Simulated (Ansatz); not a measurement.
Gas-phase electronic energies from Ansatz, PBE0-D4/def2-TZVP geometries. CCSD(T)/CBS adds triple-zeta CCSD(T) − MP2 to the extrapolated MP2 energy (def2 sets, frozen cores). DFT in def2-TZVPP. For Ge outer-core shells are correlated without core-valence functions, which leaves a few kJ/mol of doubt a bond. Scalar relativity is left out up to krypton. Each species was taken in one conformer, which may not be the lowest.

`O[SiH](F)S[SiH2]Cl` + `[NH2][GeH3]` → `O[SiH](F)[NH][GeH3]` + `S[SiH2]Cl`  (ligand exchange at the Si–S bond)

`O[SiH](F)S[SiH2]Cl`:

Z-matrix (Å, degrees):
```
Si
F 1 1.594
S 1 2.130 2 107.7
O 1 1.622 2 111.5 3 119.2
H 1 1.468 2 108.0 3 -123.3
Si 3 2.129 1 100.2 2 -34.9
H 4 0.959 1 119.2 2 -72.3
Cl 6 2.052 3 111.5 1 -56.2
H 6 1.478 3 105.4 1 -174.0
H 6 1.476 3 111.9 1 64.2
```

`[NH2][GeH3]`:

Z-matrix (Å, degrees):
```
Ge
N 1 1.843
H 1 1.536 2 106.9
H 1 1.548 2 114.5 3 -120.5
H 1 1.536 2 106.8 3 119.0
H 2 1.011 1 113.7 3 59.1
H 2 1.011 1 113.6 3 -176.9
```

`O[SiH](F)[NH][GeH3]`:

Z-matrix (Å, degrees):
```
Si
F 1 1.597
N 1 1.698 2 106.8
O 1 1.631 2 112.3 3 120.6
H 1 1.473 2 106.5 3 -125.2
Ge 3 1.845 1 127.1 2 155.9
H 3 1.009 1 117.9 2 -32.2
H 4 0.959 1 118.1 2 -65.4
H 6 1.539 3 109.8 1 -70.6
H 6 1.537 3 110.1 1 49.7
H 6 1.535 3 106.5 1 170.0
```

`S[SiH2]Cl`:

Cartesian coordinates in Å:
```
S 0.465 1.386 -0.877
Si 0.055 -0.504 -0.007
Cl -1.945 -0.805 0.346
H 0.174 2.076 0.240
H 0.740 -0.653 1.295
H 0.512 -1.502 -0.997
```

```csv
level,ΔE (kcal/mol)
r2SCAN-D4,-2.4
PBE0-D4,-1.8
ωB97X-V,-3.4
B2PLYP,-4.3
r2SCAN,-2.5
HF/def2-TZVPP,-6.9
MP2/def2-QZVPP,-3.2
SCS-MP2/def2-QZVPP,-4.2
```

**Question.** What does CCSD(T)/CBS give? (Best estimate.)

**Answer.** Ansatz gave: -3.7 kcal/mol. The listed levels differ from it by 1.3, 1.9, 0.3, -0.6, 1.2, -3.2, 0.5, -0.5 kcal/mol.

Largest T1 diagnostic among the species: 0.012.

The D4 term adds +1.2 kcal/mol with B3LYP and +0.7 kcal/mol with PBE0; it sums over pairs of atoms, weighted by their polarisabilities, and B3LYP, whose exchange is more repulsive, gets the larger term. From PBE to PBE0 (25 % exact exchange), in def2-TZVPP and without D4, ΔE moves by −0.9 kcal/mol. In def2-TZVPP, CCSD(T) changes the Hartree–Fock value by +2.3 kcal/mol (the triples alone add +0.7 kcal/mol) and MP2 by +3.3 kcal/mol.

B3LYP here is the variant with VWN-RPA as its local correlation; programs differ in this.
